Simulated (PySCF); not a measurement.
**AsH₃: calculation against measurement**

Isolated AsH₃, optimised in PySCF with density fitting and no spin–orbit coupling; def2 sets carry scalar-relativistic core potentials from Rb on. All levels below give a singlet of C3v symmetry: PBE0/def2-TZVP As–H 1.522 Å (×3), H–As–H 92.0° (×3); BP86/def2-TZVP As–H 1.536 Å (×3), H–As–H 91.2° (×3).

Counting electrons, arsenic keeps 2 of its valence electrons outside its bonds, so the VSEPR class is AX3E1 and the expected shape is trigonal pyramidal (C3v), as computed. The angle of 92° is close to 90°: the heavy centre bonds with nearly pure p orbitals and keeps its lone pair s-like.

Task: The measured dipole moment is 0.2 D (NIST CCCBDB Release 22 (SRD 101), experimental dipoles). What do the calculations give?

Result: PBE0/def2-TZVP 0.34 D, BP86/def2-TZVP 0.25 D. The measured value is a vibrational average, and the basis lacks diffuse functions.

Task: The measured mean polarisability is 5.468 Å³ (NIST CCCBDB Release 22 (SRD 101), experimental polarizabilities). What do the calculations give?

Result: PBE0/def2-TZVP 4.76 Å³, BP86/def2-TZVP 4.89 Å³. Basis sets without diffuse functions underestimate polarisabilities.
